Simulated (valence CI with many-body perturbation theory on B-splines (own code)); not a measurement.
## Br¹²⁺: E2, M1 decay

Method: valence CI with perturbative core correlation (CI+MBPT): five valence electrons over a frozen Dirac-Fock core [Ar], radial functions for each j: 7 s, 7 p, 8 d, 6 f, 4 g, 1 h, with the one-electron correlation potential Σ1, the two-electron term Σ2, the three-electron term Σ3, Breit, model QED; selected CI, second order for the rest, scaled by the run's own slope (own B-spline code, finite nucleus).

No measured spectrum was set against this ion. As an estimate, terms of the open shell hold to 2 to 4 % of their energy, and close levels can change places. Among the levels kept, up to 290 cm⁻¹ of a level comes from second order outside the variational space, and about a tenth of that is noise between levels of different J, which matters for small intervals. The list stops below the first excitations out of the core. Only levels of the ground parity were solved; by the run's estimate the other parity begins above the list, which can be wrong where configurations are misplaced.

Lines 51 to 100 of 120 in falling wavelength, among levels below 618850 cm⁻¹, chosen from the decays that carry over 1 % of a level's rate. Wavelengths and rates use the calculated energies, so an error of 2000 cm⁻¹ moves a line at 3568 Å by 7.1 % and its rate by three times that or more. Electric multipoles are in the length gauge, E1 and E2 with the static RPA response of the core. S is in atomic units (e²a₀⁴ for E2 and M2, e²a₀⁶ for E3), for M1 in squared Bohr magnetons. Weak lines are less certain than strong ones. Lines between different terms over intervals too small for the method are left out, as are lines whose strength nearly cancels.

Names give the largest LS component (configuration and term), which can be under half, so a name can repeat, a term be missing and a line seem to break the LS rules; names also repeat where a configuration has a term twice. Letters in brackets count levels of one name in rising energy.

```
λ vac (Å)           Upper           Lower  Type   A (s⁻¹)  S (a.u.)
     3568      3d⁵ ⁴F_5/2      3d⁵ ⁴D_3/2    M1  8.70e-01  8.79e-03
     3512      3d⁵ ⁴F_5/2      3d⁵ ⁴D_5/2    M1  1.28e+01  1.23e-01
     3419  3d⁵ ²F_5/2 [b]  3d⁵ ²D_5/2 [a]    M1  3.17e+00  2.82e-02
     3361      3d⁵ ⁴F_9/2      3d⁵ ⁴D_7/2    M1  1.40e+01  1.97e-01
     3341  3d⁵ ²D_5/2 [a]      3d⁵ ⁴P_3/2    M1  1.31e+01  1.08e-01
     3308     3d⁵ ²I_11/2      3d⁵ ⁴G_9/2    M1  2.77e+00  4.46e-02
     3268  3d⁵ ²F_7/2 [b]  3d⁵ ²D_5/2 [a]    M1  1.59e+00  1.65e-02
     3239     3d⁵ ²I_11/2     3d⁵ ⁴G_11/2    M1  9.51e+00  1.44e-01
     3206  3d⁵ ²D_3/2 [a]      3d⁵ ⁴P_1/2    M1  1.13e+01  5.50e-02
     3144  3d⁵ ²D_5/2 [a]      3d⁵ ⁴P_5/2    M1  1.20e+02  8.28e-01
     3134  3d⁵ ²G_9/2 [a]     3d⁵ ²I_11/2    M1  1.35e+01  1.55e-01
     3124      3d⁵ ⁴F_3/2      3d⁵ ⁴D_3/2    M1  3.18e+01  1.44e-01
     3081      3d⁵ ⁴F_3/2      3d⁵ ⁴D_5/2    M1  9.69e+00  4.20e-02
     3061     3d⁵ ²I_13/2     3d⁵ ⁴G_11/2    M1  4.84e-01  7.20e-03
     2996      3d⁵ ⁴F_3/2      3d⁵ ⁴D_1/2    M1  1.79e+01  7.15e-02
     2989  3d⁵ ²D_3/2 [a]      3d⁵ ⁴P_3/2    M1  4.49e+01  1.78e-01
     2894      3d⁵ ⁴F_7/2      3d⁵ ⁴D_7/2    M1  4.38e+01  3.15e-01
     2830  3d⁵ ²D_3/2 [a]      3d⁵ ⁴P_5/2    M1  7.74e+00  2.60e-02
     2749  3d⁵ ²D_5/2 [a]      3d⁵ ⁴G_7/2    M1  4.32e+01  2.00e-01
     2672  3d⁵ ²D_5/2 [a]      3d⁵ ⁴G_5/2    M1  2.78e+01  1.18e-01
     2656      3d⁵ ²H_9/2      3d⁵ ⁴D_7/2    M1  6.57e+00  4.56e-02
     2630  3d⁵ ²F_5/2 [a]      3d⁵ ⁴D_3/2    M1  1.30e+01  5.25e-02
     2619  3d⁵ ²F_7/2 [a]      3d⁵ ⁴P_5/2    M1  7.98e-01  4.25e-03
     2600  3d⁵ ²F_5/2 [a]      3d⁵ ⁴D_5/2    M1  2.77e+01  1.08e-01
     2586  3d⁵ ²G_7/2 [a]      3d⁵ ⁴D_5/2    M1  1.86e+00  9.52e-03
     2442  3d⁵ ²D_3/2 [a]      3d⁵ ⁴G_5/2    M1  2.01e+01  4.34e-02
     2364  3d⁵ ²F_7/2 [a]      3d⁵ ⁴G_9/2    M1  3.97e+01  1.56e-01
     2354  3d⁵ ²F_5/2 [a]      3d⁵ ⁴D_7/2    M1  2.68e+00  7.78e-03
     2344      3d⁵ ⁴F_5/2      3d⁵ ⁴P_5/2    M1  3.76e+00  1.08e-02
     2343  3d⁵ ²G_7/2 [a]      3d⁵ ⁴D_7/2    M1  5.33e-01  2.03e-03
     2283  3d⁵ ²F_7/2 [a]      3d⁵ ⁴G_5/2    M1  1.08e+00  3.80e-03
     2271      3d⁵ ⁴F_9/2      3d⁵ ⁴G_9/2    M1  2.84e+00  1.23e-02
     2248      3d⁵ ⁴F_9/2      3d⁵ ⁴G_7/2    M1  6.42e+00  2.70e-02
     2238      3d⁵ ⁴F_9/2     3d⁵ ⁴G_11/2    M1  1.91e+01  7.96e-02
     2238      3d⁵ ⁴F_9/2     3d⁵ ⁴G_11/2    E2  4.88e-01  2.44e-01
     2144      3d⁵ ⁴F_3/2      3d⁵ ⁴P_5/2    M1  1.45e+00  2.12e-03
     2117      3d⁵ ⁴F_5/2      3d⁵ ⁴G_7/2    M1  2.20e+01  4.64e-02
     2090  3d⁵ ²G_9/2 [a]      3d⁵ ⁴D_7/2    M1  8.63e+00  2.92e-02
     2074  3d⁵ ²F_7/2 [b]      3d⁵ ⁴D_5/2    M1  1.70e+00  4.49e-03
     2072      3d⁵ ⁴F_5/2      3d⁵ ⁴G_5/2    M1  6.64e-01  1.31e-03
     2048      3d⁵ ⁴F_7/2      3d⁵ ⁴G_9/2    M1  6.13e+01  1.56e-01
     2029      3d⁵ ⁴F_7/2      3d⁵ ⁴G_7/2    M1  3.12e+01  7.72e-02
     1987      3d⁵ ⁴F_7/2      3d⁵ ⁴G_5/2    M1  2.64e+00  6.13e-03
     1965  3d⁵ ²F_5/2 [b]      3d⁵ ⁴D_7/2    M1  1.73e+01  2.92e-02
     1926      3d⁵ ²H_9/2      3d⁵ ⁴G_9/2    M1  4.46e+01  1.18e-01
     1914      3d⁵ ⁴F_3/2      3d⁵ ⁴G_5/2    M1  1.43e+01  1.49e-02
     1909      3d⁵ ²H_9/2      3d⁵ ⁴G_7/2    M1  2.13e+01  5.49e-02
     1902      3d⁵ ²H_9/2     3d⁵ ⁴G_11/2    M1  1.19e+01  3.02e-02
     1900  3d⁵ ²F_5/2 [a]      3d⁵ ⁴P_5/2    M1  3.91e+00  5.96e-03
     1892  3d⁵ ²G_7/2 [a]      3d⁵ ⁴P_5/2    M1  3.54e-01  7.12e-04
```
